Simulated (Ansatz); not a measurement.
Species: C$_{2}$H$_{6}$N$_{2}$, SMILES `[H]/N=C(/C)N` (N–C–N–H torsion 16°) (charge 0, multiplicity 1), formula C$_{2}$H$_{6}$N$_{2}$.

Question: How many basis functions does Ansatz (a program for electronic structure) with frozen-core CCSD(T)/cc-pVTZ // B3LYP-D3(BJ)/def2-TZVP use, how many core orbitals are frozen, and how many electrons are correlated?

Answer: 204 basis functions and 4 frozen orbitals, which leaves 24 correlated electrons. Core time is of the order of minutes.
